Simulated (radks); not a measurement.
The numbers below are computed, except where a source is named.
Q: The mean radii <r> (bohr) of the occupied orbitals of an atom or ion are listed with their occupations. Level of theory: scalar-relativistic Kohn-Sham, SCAN, spin-unpolarised, spherical densities, finite nucleus; meta-GGA in the generalised Kohn-Sham scheme; Fermi nuclear charge, rms radius of each element as measured or else 0.836 A^(1/3) + 0.57 fm (a radial shooting solver on a logarithmic mesh with Libxc functionals).

| orbital | occ. | <r> |
|---|---|---|
| 1s | 2 | 0.01774 |
| 2s | 2 | 0.07487 |
| 2p | 6 | 0.06727 |
| 3s | 2 | 0.1937 |
| 3p | 6 | 0.1944 |
| 3d | 10 | 0.1763 |
| 4s | 2 | 0.4316 |
| 4p | 6 | 0.4590 |
| 4d | 10 | 0.4889 |
| 5s | 2 | 1.007 |
| 4f | 14 | 0.5564 |
| 5p | 6 | 1.169 |
| 5d | 6 | 1.691 |

Name the element and its charge.

A: Z = 76, osmium, charge +2: Os2+ in [Xe] 4f14 5d6. The 1s radius gives Z: for a bare nucleus <r> = (2 gamma + 1)/(2Z) with gamma = sqrt(1 - (Z/c)^2), 0.01753 bohr for Z = 76, and screening makes it slightly larger (0.01774 here). The occupations add up to 74, and the charge is Z minus that.
